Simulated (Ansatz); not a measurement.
Molecule: sum formula H9Si3NO, charge 0, multiplicity 1. SMILES: [SiH2](O[SiH3])N[SiH3]
Geometry from a B3LYP-D3(BJ)/def2-TZVP (Ansatz, a first-principles code) optimisation:
```
Si
O 1 1.6367
Si 2 1.6334 1 153.11
N 1 1.7161 2 112.32 3 -160.93
H 4 1.0115 1 115.31 2 87.68
Si 4 1.7331 5 115.94 1 172.16
H 1 1.4761 2 107.96 3 79.95
H 6 1.4789 4 106.87 5 179.45
H 3 1.4790 2 108.65 1 163.35
H 1 1.4797 7 112.05 2 118.99
H 3 1.4813 9 109.39 2 -120.32
H 3 1.4824 9 109.39 11 -119.27
H 6 1.4829 8 109.85 4 120.65
H 6 1.4838 8 109.26 13 117.62
```
Charge 0, spin multiplicity 1.

Quantity: vertical ionisation energy (to the doublet state of charge +1; each state is the SCF solution reached for its spin), in eV. Cores are frozen in the correlated levels unless marked. Open shells are spin-unrestricted. No spin-orbit coupling. No relativistic terms. CBS marks a two-point X^-3 extrapolation of the correlation energy; Hartree-Fock from the larger set. The bracket is a focal-point correction in the basis named.

Level to compare with: RI-MP2/CBS(aug-cc-pV(T+d)Z,aug-cc-pV(Q+d)Z)+[CCSD(T)-MP2]/aug-cc-pV(T+d)Z (Ansatz), 10.20 eV. It is a level with limits of its own, and the differences hold the functionals' basis error too.

Question: Rank these functionals by how close they come to RI-MP2/CBS(aug-cc-pV(T+d)Z,aug-cc-pV(Q+d)Z)+[CCSD(T)-MP2]/aug-cc-pV(T+d)Z, closest first: SVWN5/def2-TZVPD (Ansatz); PBE0/def2-TZVPD (Ansatz); wB97M-V/def2-TZVPD (Ansatz).

Answer: wB97M-V/def2-TZVPD (range-separated hybrid meta-GGA with VV10, 10.04 eV, difference -0.16), PBE0/def2-TZVPD (global hybrid, 9.76 eV, difference -0.44), SVWN5/def2-TZVPD (LDA, 9.37 eV, difference -0.83)
